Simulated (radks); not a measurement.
Results of a calculation; reference values are marked as such.
Spherical jellium clusters: N electrons in a uniform positive sphere of charge N and radius rs N^(1/3), rs = 3.56 bohr. Level of theory: non-relativistic Kohn-Sham, PBE, spin-polarised, spherical densities (a radial shooting solver with Libxc functionals). Levels are named by radial order and angular momentum (1s, 1p, 1d, 2s, ...), and open shells are averaged over m.

N = 10, configuration 1s2 1p6 1d(up 2, down 0). This is the lowest configuration that the search found. Occupied levels:

| level | occupation | eigenvalue (eV) | <r> (bohr) |
|---|---|---|---|
| 1s up | 1 | -5.4425 | 5.143 |
| 1s down | 1 | -5.3219 | 4.816 |
| 1p up | 3 | -4.1100 | 6.159 |
| 1p down | 3 | -3.8054 | 5.979 |
| 1d up | 2 | -2.4715 | 7.085 |

Energy (eV): total -17.0640, kinetic 21.410, external -414.14, Hartree 202.13, exchange-correlation -39.329, background 212.87.
